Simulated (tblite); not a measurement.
Species: C3H10OSi2.
Bonds: Si1–O2, O2–Si3, Si3–C4, C4–C5, C5–C6, Si3–C6. Hydrogens: H7, H8, H9 on Si1; H10 on Si3; H11, H12 on C4; H13, H14 on C5; H15, H16 on C6.

Structure optimised with GFN2-xTB, isolated species.

Give the optimised bond lengths and angles.

| bond | length (bohr) |
| --- | --- |
| Si1–O2 | 3.064 |
| O2–Si3 | 3.059 |
| Si3–C4, Si3–C6 | 3.606 |
| C4–C5, C5–C6 | 2.916 |
| Si1–H7, Si1–H8, Si1–H9 | 2.762 |
| Si3–H10 | 2.757 |
| C4–H11, C6–H15 | 2.054 |
| C4–H12, C6–H16 | 2.058 |
| C5–H13 | 2.058 |
| C5–H14 | 2.058 |

Bonds in one row agree within 0.02 bohr and their mean is given. A selection of angles:
| angle | degrees |
| --- | --- |
| O2–Si1–H7 | 105.8 |
| O2–Si1–H8 | 109.0 |
| H7–Si1–H8 | 111.8 |
| H7–Si1–H9 | 112.9 |
| Si1–O2–Si3 | 163.1 |
| O2–Si3–C4 | 118.7 |
| O2–Si3–H10 | 103.9 |
| C4–Si3–C6 | 76.6 |
| C4–Si3–H10 | 119.1 |
| Si3–C4–C5 | 90.4 |
| Si3–C4–H11 | 118.7 |
| Si3–C4–H12 | 114.4 |
| C5–C4–H11 | 113.6 |
| C5–C4–H12 | 111.8 |
| H11–C4–H12 | 107.3 |
| C4–C5–C6 | 100.0 |
| C4–C5–H13 | 110.6 |
| C4–C5–H14 | 113.7 |
| H13–C5–H14 | 108.1 |

Torsions: Si1–O2–Si3–C4 62° (synclinal); O2–Si3–C4–C5 -126° (anticlinal); Si3–C4–C5–C6 13° (synperiplanar); C4–C5–C6–Si3 -13° (synperiplanar); O2–Si3–C6–C5 126° (anticlinal). The mirror-image conformer, all signs reversed, is as good.

Si1 (oxygen-bound silicon) is distorted tetrahedral (angles from 105.2° to 112.9°). Si3 (oxygen-bound silicon) has angles from 76.6° to 119.2°. The 4-membered ring Si3–C4–C5–C6 has internal angles of 76.6° to 100.0°; it is puckered, 0.09 Å rms from its mean plane, widest ring torsion 13°.

Its GFN2-xTB frequencies are all real (lowest 21 cm⁻¹). The numbers are those of one conformer. 2 starts were optimised and ended at 0.00 and 0.09 kcal/mol (GFN2-xTB); the lowest of these is shown.

The numbers are calculated, not measured.
